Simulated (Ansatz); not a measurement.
input.yaml

```yaml
crystal:
  periodic: [false, false, false]
  atoms:
    - { symbol: Ge, position_ang: [0.007886, -0.021716, -0.037903] }
    - { symbol: Cl, position_ang: [-0.002821, -0.252642, 2.126915] }
    - { symbol: C, position_ang: [1.854688, 0.011349, -0.653951] }
    - { symbol: H, position_ang: [2.348533, -0.935718, -0.388927] }
    - { symbol: H, position_ang: [1.876756, 0.146155, -1.745946] }
    - { symbol: H, position_ang: [2.386332, 0.845513, -0.174283] }
    - { symbol: Cl, position_ang: [-0.924527, 1.885353, -0.520925] }
    - { symbol: H, position_ang: [-0.881147, -1.131594, -0.62138] }
basis:
  gaussian: { orbitals: def2-SVP }
hamiltonian:
  xc: b3lyp
md:
  timestep: 3.0
  n_steps: 40
  ensemble: nve
  temperature: 500.0
  initial_velocities: maxwell_boltzmann
  seed: 954306
```

Run as:

```bash
$ ansatz run input.yaml --threads 4 --pin off --max-ram 5120MiB --backend cpu --events-out ev --progress --plain --runs-dir out
```

Hardware: 4 threads of Arm Neoverse V1, with other jobs on the host.

Q: Roughly how long does this run take, and how much memory?

A: 68 s, with a peak of 0.24 GiB, for 41 ionic steps.
